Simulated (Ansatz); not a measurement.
Frontier orbitals of CH$_{4}$BCl$_{3}$Si (`ClC[SiH2]B(Cl)Cl`).

Total charge 0; spin multiplicity 1. All single points use the PBE0-D4/def2-TZVP geometry. It is one conformer, not always the lowest. Basis def2-TZVPP, Ansatz 0.2.0.

```csv
functional,HOMO (eV),LUMO (eV),gap (eV)
LDA (SPW92),-6.98,-3.32,3.66
PBE,-6.86,-3.08,3.78
revPBE,-6.81,-2.99,3.82
r2SCAN,-7.17,-2.88,4.29
PBE0,-8.20,-2.20,6.00
B3LYP,-7.96,-2.34,5.62
BHLYP,-9.42,-1.09,8.33
CAM-B3LYP,-9.58,-1.01,8.57
ωB97M-V,-10.41,-0.13,10.28
```

From PBE to PBE0 the HOMO moves by −1.34 eV and the LUMO by +0.89 eV, and with ωB97M-V by −3.55 and +2.95 eV, so the gap grows from 3.78 to 10.28 eV with exact exchange.

B3LYP here is the variant with VWN-RPA as its local correlation; programs differ in this.
